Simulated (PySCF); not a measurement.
Correlation energy of Fe⁻ (iron, charge -1)

Starting occupation: [Ar] 3d7 4s2, 3d3/2 with m_j = -3/2, -1/2, +1/2, +3/2, 3d5/2 with m_j = +1/2, +3/2, +5/2. All numbers are calculated (PySCF 2.14, X2C-1e with screened-nucleus spin-orbit coupling, Gaussian nucleus, in x2c-TZVPall-2c with one added diffuse shell each of s, p, d type (7s8p5d1f, 63 functions)). Frozen: [Ne]; 17 electrons correlated; the 6 highest virtual spinors left out.

MP2 pair energies summed by pair of shells (mhartree):

```csv
pair,energy,share (%)
3d-3d,-177.75,34.8
3d-3p,-173.25,33.9
3p-3p,-61.66,12.1
3d-3s,-29.73,5.8
3p-3s,-23.72,4.6
3d-4s,-20.50,4.0
4s-4s,-14.88,2.9
3p-4s,-5.88,1.1
3s-3s,-3.42,0.7
3s-4s,-0.40,0.1
```

Total MP2 correlation energy: -511.20 mhartree.

The GHF reference relaxed away from the jj start to a determinant that is no pure jj level (⟨S²⟩ = 3.90, ⟨J²⟩ = 24.91); the energies belong to that determinant.

The Hartree-Fock reference does not bind the outermost electron (its level is positive or very diffuse), so these energies belong to a reference that the basis holds together.

This basis was not built for core-valence correlation, so the inner-shell part is incomplete.
